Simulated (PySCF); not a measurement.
Level of theory: shieldings: GIAO PBE0/pcSseg-1, GFN2-xTB structure, in PySCF 2.14.0 with density-fitted response routines (isolated molecule, single conformer, averaged over atoms made equivalent by symmetry, fast rotation or ring inversion, relativity neglected).

Chemical shifts δ = σref − σ; TMS for 1H and 13C, all at this level. Shifts are as computed. Against solution values, carbons near 30 ppm lie about +3 ppm off and those near 130 ppm about +5 ppm; carbons on Cl a further +6 ppm. Of 1211 compounds with measured shifts, 218 miss one by over three times the rms of a fit or turn the order of signals round; such compounds aren't used in these exercises. Carbons bonded to Cl come out too deshielded.

Task: Order these molecules by the shift of their most deshielded carbon-bound hydrogen, lowest δ first.
A. FC(F)O[C@@H]1O[C@@H]1C(Cl)Cl
B. CO[Si](C)(Cl)OC
C. CC/C=C/CO[SiH2]Cl

Result: B (3.85 ppm, hydrogen on a methyl carbon bonded to O), C (6.03 ppm, hydrogen on an alkene CH), A (6.60 ppm, hydrogen on an sp3 CH bonded to 2 F and O).

Task: Order these molecules by the shift of their most shielded carbon, lowest δ first.
A. N#C[C@@]12C=CC[C@@H]1C2
B. CC/C=C/CO[SiH2]Cl
C. CO[Si](C)(Cl)OC
D. FC(F)O[C@@H]1O[C@@H]1C(Cl)Cl

Result: C (0.6 ppm, methyl carbon bonded to Si), B (16.8 ppm, methyl carbon), A (23.1 ppm, three-membered-ring carbon), D (61.5 ppm, epoxide ring carbon).

Task: How many 13C and 1H signals does each give (equivalence by symmetry and fast rotation, but not about amide C–N or C=N bonds)? `N#C[C@@]12C=CC[C@@H]1C2`, `CO[Si](C)(Cl)OC`, `CC/C=C/CO[SiH2]Cl`, `FC(F)O[C@@H]1O[C@@H]1C(Cl)Cl`

Result: N#C[C@@]12C=CC[C@@H]1C2: 7 C, 7 H; CO[Si](C)(Cl)OC: 2 C, 2 H; CC/C=C/CO[SiH2]Cl: 5 C, 6 H; FC(F)O[C@@H]1O[C@@H]1C(Cl)Cl: 4 C, 4 H.
